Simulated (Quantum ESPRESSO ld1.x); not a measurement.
Input (ld1.x (Quantum ESPRESSO 7.5)):

```
 &input
    zed=44.0,
    iswitch=1,
    rel=2,
    dft='PZ',
    config='[Kr] 4d1',
    rel_dist='average',
    verbosity='high',
    lsmall=.true.,
    prefix='ld1',
    max_out_wfc=37,
    file_charge='ld1.rho',
 /
```

Command: `OMP_NUM_THREADS=1 ld1.x < ld1.in > ld1.out`

Output (excerpt):

```
     Program LD1 v.7.5 starts

     --------------------------- All-electron run ----------------------------

     dirac relativistic calculation

     atomic number is 44.00
     dft =PZ   lsd =0 sic =0 latt =0  beta=0.20 tr2=1.0E-14
     Exchange-correlation= PZ
                           (   1   1   0   0   0   0   0)
     mesh =2049 r(mesh) =  99.46545 a.u. xmin = -8.00 dx = 0.00800
     1 Ry =  13.60569312 eV, c = 137.03599908

     n l j   nl                  e(Ry)          e(Ha)          e(eV)
     Spin orbit split results
     1 0 0.5 1S 1( 2.00)   -1617.764500434    -808.882250217 -22010.8073382
     2 0 0.5 2S 1( 2.00)    -239.859400093    -119.929700046  -3263.4533903
     2 1 0.5 2P 1( 2.00)    -222.411814218    -111.205907109  -3026.0668912
     2 1 1.5 2P 1( 4.00)    -212.805950800    -106.402975400  -2895.3724613
     3 0 0.5 3S 1( 2.00)     -48.996426133     -24.498213066   -666.6303381
     3 1 0.5 3P 1( 2.00)     -42.227737932     -21.113868966   -574.5376436
     3 1 1.5 3P 1( 4.00)     -40.590071164     -20.295035582   -552.2560521
     4 0 0.5 4S 1( 2.00)     -13.347876723      -6.673938361   -181.6071145
     4 1 0.5 4P 1( 2.00)     -11.209061010      -5.604530505   -152.5070443
     4 1 1.5 4P 1( 4.00)     -10.913664043      -5.456832021   -148.4879638
     3 2 1.5 3D 1( 4.00)     -28.579975103     -14.289987552   -388.8503707
     3 2 2.5 3D 1( 6.00)     -28.259500970     -14.129750485   -384.4900980
     4 2 1.5 4D 1( 0.40)      -7.513288039      -3.756644020   -102.2234914
     4 2 2.5 4D 1( 0.60)      -7.468884999      -3.734442499   -101.6193573
     Averaged results
     1 0     1S 1( 2.00)   -1617.764500434    -808.882250217 -22010.8073382
     2 0     2S 1( 2.00)    -239.859400093    -119.929700046  -3263.4533903
     2 1     2P 1( 6.00)    -216.007905273    -108.003952636  -2938.9372713
     3 0     3S 1( 2.00)     -48.996426133     -24.498213066   -666.6303381
     3 1     3P 1( 6.00)     -41.135960087     -20.567980043   -559.6832493
     4 0     4S 1( 2.00)     -13.347876723      -6.673938361   -181.6071145
     4 1     4P 1( 6.00)     -11.012129698      -5.506064849   -149.8276573
     3 2     3D 1(10.00)     -28.387690624     -14.193845312   -386.2342071
     4 2     4D 1( 1.00)      -7.486646215      -3.743323107   -101.8610109

     final scf error:  7.8E-15 reached in  19 iterations

     Etot =   -9029.846821 Ry,   -4514.923411 Ha, -122857.324797 eV

     Ekin =    9395.979559 Ry,    4697.989780 Ha,  127838.814473 eV
     Encl =  -21546.507309 Ry,  -10773.253654 Ha, -293155.166315 eV
     Eh   =    3371.383541 Ry,    1685.691771 Ha,   45870.009865 eV
     Exc  =    -250.702613 Ry,    -125.351307 Ha,   -3410.982820 eV

     normalization and overlap integrals

     s(1S/1S) =  1.000000  <r> =   0.0335  <r2> =    0.0015  r(max) =   0.0217
     LC norm =  0.97420746 + SC norm =  0.02579254 =  1.00000000
     s(2S/2S) =  1.000000  <r> =   0.1455  <r2> =    0.0250  r(max) =   0.1229
     LC norm =  0.99466640 + SC norm =  0.00533360 =  1.00000000
     s(2P/2P) =  1.000000  <r> =   0.1237  <r2> =    0.0188  r(max) =   0.0959
     LC norm =  0.99465103 + SC norm =  0.00534897 =  1.00000000
     s(2P/2P) =  1.000000  <r> =   0.1284  <r2> =    0.0201  r(max) =   0.0998
     LC norm =  0.99484199 + SC norm =  0.00515801 =  1.00000000
     s(3S/3S) =  1.000000  <r> =   0.4027  <r2> =    0.1857  r(max) =   0.3620
     LC norm =  0.99854136 + SC norm =  0.00145864 =  1.00000000
     s(3P/3P) =  1.000000  <r> =   0.3954  <r2> =    0.1820  r(max) =   0.3478
     LC norm =  0.99859250 + SC norm =  0.00140750 =  1.00000000
     s(3P/3P) =  1.000000  <r> =   0.4061  <r2> =    0.1918  r(max) =   0.3591
     LC norm =  0.99864458 + SC norm =  0.00135542 =  1.00000000
     s(4S/4S) =  1.000000  <r> =   0.9751  <r2> =    1.0712  r(max) =   0.8939
     LC norm =  0.99961345 + SC norm =  0.00038655 =  1.00000000
     s(4P/4P) =  1.000000  <r> =   1.0316  <r2> =    1.2065  r(max) =   0.9378
     LC norm =  0.99965443 + SC norm =  0.00034557 =  1.00000000
     s(4P/4P) =  1.000000  <r> =   1.0545  <r2> =    1.2599  r(max) =   0.9606
     LC norm =  0.99966600 + SC norm =  0.00033400 =  1.00000000
     s(3D/3D) =  1.000000  <r> =   0.3809  <r2> =    0.1738  r(max) =   0.2987
     LC norm =  0.99875540 + SC norm =  0.00124460 =  1.00000000
     s(3D/3D) =  1.000000  <r> =   0.3844  <r2> =    0.1768  r(max) =   0.3011
     LC norm =  0.99877043 + SC norm =  0.00122957 =  1.00000000
     s(4D/4D) =  1.000000  <r> =   1.2141  <r2> =    1.6926  r(max) =   1.0745
     LC norm =  0.99974963 + SC norm =  0.00025037 =  1.00000000
     s(4D/4D) =  1.000000  <r> =   1.2214  <r2> =    1.7126  r(max) =   1.0831
     LC norm =  0.99975201 + SC norm =  0.00024799 =  1.00000000

     LC charge = 36.87985880 + SC charge =  0.12014120 = 37.00000000

     ------------------------ End of All-electron run ------------------------
```

Run on one thread of a shared host, so times are rough (Intel(R) Xeon(R) Processor @ 2.60GHz): 0.51 s of CPU time, 0.78 s wall, 19 iterations on 2049 mesh points.
